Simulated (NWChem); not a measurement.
System: HfNHClF; SMILES [NH]=[Hf]([F])[Cl]

Output (shortened):

```
             Northwest Computational Chemistry Package (NWChem) 7.3.0
             --------------------------------------------------------

 C1  symmetry detected

                             Geometry "geometry" -> ""
                             -------------------------

 Output coordinates in angstroms (scale by  1.889725989 to convert to a.u.)

  No.       Tag          Charge          X              Y              Z
 ---- ---------------- ---------- -------------- -------------- --------------
    1 Hf                  72.0000    -0.03412881    -0.23467127     0.15544424
    2 N                    7.0000    -1.58340487    -0.88840032    -0.51206419
    3 H                    1.0000    -2.37353365    -1.24603164    -1.03820365
    4 F                    9.0000     1.46422390    -1.29873396    -0.42841510
    5 Cl                  17.0000     0.16097806     2.12057477    -0.15962331

 Effective nuclear repulsion energy (a.u.)     668.3373552205

 Summary of "ao basis" -> "ao basis" (spherical)
 ------------------------------------------------------------------------------
       Tag                 Description            Shells   Functions and Types
 ---------------- ------------------------------  ------  ---------------------
 Hf                         def2-svp                12       32   6s3p2d1f
 N                          def2-svp                 6       14   3s2p1d
 H                          def2-svp                 3        5   2s1p
 F                          def2-svp                 6       14   3s2p1d
 Cl                         def2-svp                 8       18   4s3p1d

            General Information
            -------------------
          SCF calculation type: DFT
          Wavefunction type:  closed shell.
          No. of atoms     :     5
          No. of electrons :    46
           Alpha electrons :    23
            Beta electrons :    23
          Charge           :     0
          Spin multiplicity:     1
          Use of symmetry is: off; symmetry adaption is: off
          Maximum number of iterations: 150
          AO basis - number of functions:    83
                     number of shells:    35
          Convergence on energy requested:  1.00D-06
          Convergence on density requested:  1.00D-05
          Convergence on gradient requested:  5.00D-04

              XC Information
              --------------
                 Perdew 1991   Exchange Functional  1.000
                Perdew 1991 Correlation Functional  1.000 non-local
            Perdew 1991 LDA Correlation Functional  1.000 local

             Grid Information
             ----------------
          Grid used for XC integration:  medium
          Radial quadrature: Mura-Knowles
          Angular quadrature: Lebedev.
          Tag              B.-S. Rad. Rad. Pts. Rad. Cut. Ang. Pts.
          ---              ---------- --------- --------- ---------
          Hf                  1.55      123          10.0       590
          N                   0.65       49           9.0       434
          H                   0.35       45          11.0       434
          F                   0.50       49          10.0       434
          Cl                  1.00       88          11.0       590
          Grid pruning is: on
          Number of quadrature shells:   354
          Spatial weights used:  Erf1

      Superposition of Atomic Density Guess
      -------------------------------------

 Sum of atomic energies:        -665.29773146

      Non-variational initial energy
      ------------------------------

 Total energy =    -660.791002
 1-e energy   =   -1244.061677
 2-e energy   =     423.644484
 HOMO         =      -0.365932
 LUMO         =      -0.091558

     ---------------------------------------------
      Total Density - Mulliken Population Analysis
     ---------------------------------------------

    Atom       Charge   Shell Charges
 -----------   ------   -------------------------------------------------------
    1 Hf  12     9.61   0.03 -0.29  1.74  0.54  0.28  0.04  5.48  0.59  0.09  0.82  0.18  0.11
    2 N    7     8.32   1.99  1.10  0.57  2.81  1.84  0.01
    3 H    1     0.79   0.61  0.13  0.05
    4 F    9     9.71   1.99  1.16  0.80  3.59  2.17  0.00
    5 Cl  17    17.57   2.00  1.99  1.23  0.73  5.94  2.21  3.46  0.01

   convergence    iter        energy       DeltaE   RMS-Dens  Diis-err
 ---------------- ----- ----------------- --------- --------- ---------
 d= 0,ls=0.0,diis     1   -662.9348025966 -8.23D+02  6.39D-02  2.38D+00
 d= 0,ls=0.0,diis     2   -655.6859574437  7.25D+00  5.22D-02  5.69D+01
 d= 0,ls=0.0,diis     3   -663.0718379497 -7.39D+00  1.33D-02  1.75D+00
 d= 0,ls=0.0,diis     4   -663.1883459898 -1.17D-01  6.82D-03  9.51D-01
 d= 0,ls=0.0,diis     5   -663.2778900952 -8.95D-02  2.51D-03  6.39D-02
  Resetting Diis
 d= 0,ls=0.0,diis     6   -663.2835365776 -5.65D-03  1.54D-03  1.68D-02
 d= 0,ls=0.0,diis     7   -663.2860220489 -2.49D-03  1.05D-03  1.54D-03
 d= 0,ls=0.0,diis     8   -663.2844166713  1.61D-03  8.79D-04  1.48D-02
 d= 0,ls=0.0,diis     9   -663.2861296307 -1.71D-03  2.48D-04  5.62D-04
 d= 0,ls=0.0,diis    10   -663.2862094504 -7.98D-05  4.58D-05  3.23D-05
 d= 0,ls=0.0,diis    11   -663.2862131508 -3.70D-06  9.43D-06  1.58D-06
 d= 0,ls=0.0,diis    12   -663.2862133004 -1.50D-07  3.30D-06  9.22D-08

         Total DFT energy =     -663.286213300365
      One electron energy =    -1248.309290681416
           Coulomb energy =      477.387864630551
    Exchange-Corr. energy =      -51.990977683612
 Nuclear repulsion energy =      159.626190434112

 Numeric. integr. density =       45.999999140481

                       DFT Final Molecular Orbital Analysis
                       ------------------------------------

 Vector   21  Occ=2.000000D+00  E=-2.832085D-01
              MO Center=  1.0D-01,  1.8D+00, -1.7D-01, r^2= 2.0D+00
   Bfn.  Coefficient  Atom+Function         Bfn.  Coefficient  Atom+Function
  ----- ------------  ---------------      ----- ------------  ---------------
    76      0.580100  5 Cl px                73      0.444524  5 Cl px
    70      0.259121  5 Cl px                 7     -0.100734  1 Hf px
    16      0.099522  1 Hf d -2              37      0.091668  2 N  py
    21      0.084376  1 Hf d -2              57     -0.082480  4 F  pz
    19      0.077074  1 Hf d  1              35     -0.076528  2 N  s

 Vector   22  Occ=2.000000D+00  E=-2.347259D-01
              MO Center= -1.2D+00, -6.8D-01, -3.1D-01, r^2= 1.9D+00
   Bfn.  Coefficient  Atom+Function         Bfn.  Coefficient  Atom+Function
  ----- ------------  ---------------      ----- ------------  ---------------
    38      0.428845  2 N  pz                41     -0.306916  2 N  pz
    19     -0.274279  1 Hf d  1              18      0.226161  1 Hf d  0
    36     -0.179066  2 N  px                37     -0.150913  2 N  py
    39      0.123584  2 N  px                40      0.105797  2 N  py
    16     -0.101085  1 Hf d -2              17      0.098719  1 Hf d -1

 Vector   23  Occ=2.000000D+00  E=-2.153009D-01
              MO Center= -1.2D+00, -6.2D-01, -4.0D-01, r^2= 2.2D+00
   Bfn.  Coefficient  Atom+Function         Bfn.  Coefficient  Atom+Function
  ----- ------------  ---------------      ----- ------------  ---------------
    37      0.444098  2 N  py                40     -0.331018  2 N  py
    36     -0.240329  2 N  px                20     -0.184606  1 Hf d  2
    39      0.175823  2 N  px                16      0.166301  1 Hf d -2
    17      0.150216  1 Hf d -1              76     -0.131137  5 Cl px
     8      0.116816  1 Hf py                77      0.115770  5 Cl py

 Vector   24  Occ=0.000000D+00  E=-1.416572D-01
              MO Center= -9.8D-02, -3.6D-01,  8.9D-01, r^2= 3.3D+00
   Bfn.  Coefficient  Atom+Function         Bfn.  Coefficient  Atom+Function
  ----- ------------  ---------------      ----- ------------  ---------------
    18      0.510125  1 Hf d  0               6      0.436841  1 Hf s
     5      0.429550  1 Hf s                  3     -0.296992  1 Hf s
    15      0.253491  1 Hf pz                17     -0.198914  1 Hf d -1
     2      0.176015  1 Hf s                 23      0.152981  1 Hf d  0
     4     -0.145998  1 Hf s                 19      0.145146  1 Hf d  1

 Vector   25  Occ=0.000000D+00  E=-7.603172D-02
              MO Center= -7.5D-02, -9.8D-02,  4.5D-01, r^2= 3.0D+00
   Bfn.  Coefficient  Atom+Function         Bfn.  Coefficient  Atom+Function
  ----- ------------  ---------------      ----- ------------  ---------------
    17      0.736452  1 Hf d -1              19      0.258096  1 Hf d  1
    14      0.241433  1 Hf py                22      0.223196  1 Hf d -1
    78     -0.212740  5 Cl pz                77     -0.181533  5 Cl py
    18      0.170202  1 Hf d  0               8     -0.131166  1 Hf py
    75     -0.128382  5 Cl pz                20      0.126423  1 Hf d  2

 Vector   26  Occ=0.000000D+00  E=-4.842857D-02
              MO Center=  3.3D-01, -2.0D-01,  4.7D-01, r^2= 4.4D+00
   Bfn.  Coefficient  Atom+Function         Bfn.  Coefficient  Atom+Function
  ----- ------------  ---------------      ----- ------------  ---------------
    19      0.571516  1 Hf d  1              15     -0.447113  1 Hf pz
     6     -0.313825  1 Hf s                 16      0.284163  1 Hf d -2
    17     -0.218802  1 Hf d -1              24      0.207411  1 Hf d  1
    35      0.196813  2 N  s                 13     -0.187308  1 Hf px
    78      0.180956  5 Cl pz                41     -0.167476  2 N  pz

     ---------------------------------------------
      Total Density - Mulliken Population Analysis
     ---------------------------------------------

[...]
```

Level: PW91/def2-SVP with def2 effective core potentials on Hf. Coordinates come from a PBE0/def2-SVP optimisation. def2 effective core potentials on Hf; no spin-orbit coupling.

Q: Write an input that gives this output.

A: One answer among several that fit: the input that was run:
```
start job
memory heap 200 mb stack 900 mb global 1100 mb
geometry units angstroms noautoz
  Hf     0.136721    -0.247249     0.176541
  N     -1.161939    -1.357206    -0.418995
  H     -1.817631    -1.958340    -0.906573
  F      1.875861    -0.874613    -0.371171
  Cl    -0.350531     2.040544    -0.285094
end
basis spherical
  Hf library def2-svp
  N library def2-svp
  H library def2-svp
  F library def2-svp
  Cl library def2-svp
end
ecp
  Hf library def2-ecp
end
dft
  xc xperdew91 perdew91
  iterations 150
  mulliken
end
task dft energy
```
